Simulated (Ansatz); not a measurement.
Two isomers of C3H4OSi: A = `O=C=C=C[SiH3]`, B = `C=C=C1O[SiH2]1`.

Computed with Ansatz on PBE0-D4/def2-TZVP structures; ΔE is electronic, products minus reactants. CCSD(T)/CBS adds triple-zeta CCSD(T) − MP2 to the extrapolated MP2 energy (def2 sets, frozen cores). DFT in def2-TZVPP. B3LYP here is the variant with VWN-RPA as its local correlation; programs differ in this.

Task: Which isomer does CCSD(T)/CBS put lower? Give the gap. (An estimate is asked.)

Result: The calculation gave: A, by 4.7 kJ/mol.

Task: Give E(B) − E(A) in kJ/mol with r2SCAN-D4, B3LYP-D4, CCSD(T)/def2-SVP, HF/def2-TZVPP, MP2/def2-TZVPP, B3LYP, PBE-D4. (Estimate.)

Result: Ansatz gave: r2SCAN-D4 12.0, B3LYP-D4 19.0, CCSD(T)/def2-SVP 47.9, HF/def2-TZVPP 25.8, MP2/def2-TZVPP 11.6, B3LYP 18.6, PBE-D4 14.3. None reverses the order clearly.

Task: Does the order hold for the free energy at 298.15 K (harmonic terms from PBE0-D4)? (An estimate is asked.)

Result: Computed: Yes: G(B) − G(A) = +17.9 kJ/mol.

Largest T1 diagnostic: 0.017.

From BLYP to BHLYP (50 % exact exchange), in def2-TZVPP and without D4, E(B) − E(A) moves by −14.3 kJ/mol. Leaving LDA and LC-ωPBE aside and taking each functional with its dispersion term where it has one, the values, not all of them listed here, spread over 23.4 kJ/mol, from ωB97M-V to BLYP-D4. LDA lies −20.4 kJ/mol from PBE without D4.
